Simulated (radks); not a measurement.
All-electron atom: Zn+ in [Ar] 3d9.5 4s1 4p0.5 (fractional occupations, a model configuration). All-electron calculation, scalar-relativistic Kohn-Sham, LDA (Slater exchange, Perdew-Wang correlation), spin-polarised, spherical densities, point nucleus; open shells are filled with parallel spins first. Program: a radial shooting solver on a logarithmic mesh with Libxc functionals. Some entries of the table are withheld. Estimate them.

orbital  occ.  eigenvalue (hartree)  <r^2> (bohr^2)
1s up       1             -349.9071        0.003415
1s down     1             -349.9041        0.003415
2s up       1             -43.02271         0.06060
2s down     1             -43.00955         0.06058
2p up       3             -37.40838         0.04832
2p down     3             -37.39763         0.04830
3s up       1              -5.25685          0.5361
3s down     1              -5.23314          0.5359
3p up       3              -3.58729          0.5984
3p down     3              -3.56316          0.5974
3d up       5              -0.89604          0.9997
3d down   4.5              -0.86717          0.9764
4s up       1                   (1)           6.033
4s down     0                   (2)           6.197
4p up     0.5                   (3)           9.692
4p down     0                   (4)           10.77

Answer. 
(1) 4s up eigenvalue (hartree): -0.60306
(2) 4s down eigenvalue (hartree): -0.54416
(3) 4p up eigenvalue (hartree): -0.35207
(4) 4p down eigenvalue (hartree): -0.29987
